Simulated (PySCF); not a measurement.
**How methods differ on the interval between two levels of Bi**

Bi [Xe] 4f14 5d10 6s2 6p3 [4S3/2, M_J = 3/2] → Bi [Xe] 4f14 5d10 6s1 6p4 [4P5/2, M_J = 5/2], as a difference of total energies. All numbers are calculated (PySCF 2.14, the two-component X2C-1e Hamiltonian, in x2c-TZVPall-2c with one added diffuse shell each of s, p, d, f type (12s12p10d4f, 126 functions)). Correlated levels: [Kr] 4d10 4f14 frozen; the 24 highest virtual spinors dropped. "Screened" scales the spin-orbit matrix elements by Boettger's factors to mimic the two-electron term; Breit and QED terms are absent.

```csv
method,interval between two levels (cm⁻¹)
GHF (screened spin-orbit),73254
GMP2 (screened spin-orbit),77135
```

The labels give the starting determinants; with spin-orbit coupling the two ends relaxed to ⟨J²⟩ = 3.78, ⟨L²⟩ = 0.81, ⟨S²⟩ = 3.24 and ⟨J²⟩ = 8.82, ⟨L²⟩ = 2.46, ⟨S²⟩ = 3.84.
